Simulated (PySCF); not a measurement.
TaOCl3, SMILES [O]=[Ta]([Cl])([Cl])[Cl], multiplicity 1.

Geometry optimised at B3LYP-D3(BJ)/def2-SVP. The multiplicity is an assumed one; other spin states were not compared. The isomer is the one that the SMILES or the coordinates give; other isomers of the formula were not compared. The def2 effective core potentials stand for the cores of Ta; spin–orbit coupling is left out.

Calculation: PBE0/def2-TZVP (PySCF).

```
Item                                                                                                            Value
---------------------------------------------------------------------------------------------  ----------------------
total energy                                                                                      -1512.65921 hartree
point group                                                                                                       C3v
highest occupied level                                                                                       -9.78 eV
lowest empty level                                                                                           -2.94 eV
orbital gap                                                                                                   6.84 eV
dipole moment                                                                                                  1.61 D
quadrupole, principal values (traceless, Buckingham form, about the centre of nuclear charge)   -4.00, 2.00, 2.00 D·Å
mean static polarisability                                                                      76.3 bohr³ (11.30 Å³)
polarisability, principal values                                                               66.0, 81.4, 81.4 bohr³
```
